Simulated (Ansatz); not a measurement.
Job for Ansatz (a first-principles code): R-wB97M-V/def2-TZVPP on CH8GeSi (SMILES C[SiH2][GeH3]), a point of a torsion scan.

Ansatz 0.2 input:
```yaml
crystal:
  periodic: [false, false, false]
  atoms:
    - {symbol: C, position_ang: [-1.59756557, 0.67391059, -0.12807952]}
    - {symbol: Si, position_ang: [-0.43726006, -0.80872485, 0.11021686]}
    - {symbol: Ge, position_ang: [1.78589190, -0.08702913, 0.00095535]}
    - {symbol: H, position_ang: [-2.64070317, 0.37610151, -0.08438682]}
    - {symbol: H, position_ang: [-1.43483931, 1.42393548, 0.64183442]}
    - {symbol: H, position_ang: [-1.42918274, 1.14987256, -1.09082087]}
    - {symbol: H, position_ang: [-0.70244750, -1.43365102, 1.41150665]}
    - {symbol: H, position_ang: [-0.69669259, -1.80631288, -0.93463163]}
    - {symbol: H, position_ang: [2.19324956, 0.93247734, 1.02557602]}
    - {symbol: H, position_ang: [2.81994005, -1.16016886, 0.17361525]}
    - {symbol: H, position_ang: [2.19851768, 0.56494668, -1.28740132]}
basis:
  gaussian:
    orbitals: def2-TZVPP
hamiltonian:
  xc: {name: wB97M-V}
scf: {lower_state_search: off}
```

The log:

```
WARN ansatz: RAYON_NUM_THREADS=1 ignored (pool sized by the plan → 1); use --threads N
Functional definition: wB97M-V
these checks for a lower state are left out or cut short: stability, starts, cluster_reference, orbital_swaps, neighbouring_geometries, increment
integrals: 0.22 GiB planned
1329 factors; their error is unknown
integrals: 0.25 GiB planned
320 factors; integrals over basis functions are off by at most 1.0e-5 eV
mean field: 1.71 GiB planned
mean field evaluation 1: about -65555.8674 eV, gradient 3.9e1 eV
mean field evaluation 2: about -65557.0139 eV, gradient 3.1e1 eV
mean field evaluation 4: about -65558.8844 eV, gradient 1.6e0 eV
mean field evaluation 8: about -65558.8982 eV, gradient 4.0e-2 eV
mean field evaluation 16: about -65559.0525 eV, gradient 1.4e-5 eV
mean field -65559.05253038 eV, -2409.2507429697 hartree, gradient 3.9e-6 eV, S^2 0.000000; 0 other end points of the search recorded, 0 dependent functions left out
reference -65559.05258572 eV, -2409.2507450033 hartree; 30, 30 occupied and 203, 203 virtual orbitals, 1329 factors
Total energy: -65559.05258572 eV, -2409.2507450033 hartree
Checks for a lower state left out: stability, starts, cluster_reference, orbital_swaps, neighbouring_geometries, increment
```

The run converged.

Cost: about 12 core-seconds (a rough figure).
